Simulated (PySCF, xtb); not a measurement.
C3HClF2, SMILES FC(F)=C=CCl.

GFN2-xTB (xtb) at its own geometry gives an orbital gap of 4.45 eV and a dipole moment of 2.26 D.

Geometry optimised at B3LYP-D3(BJ)/def2-SVP.

### Question
What does PBE/def2-TZVP (PySCF) give? (An estimate is asked for; the answer gives what the named calculation found.)

### Answer
gap 4.44 eV (levels -6.69 and -2.25 eV), dipole 1.04 D.
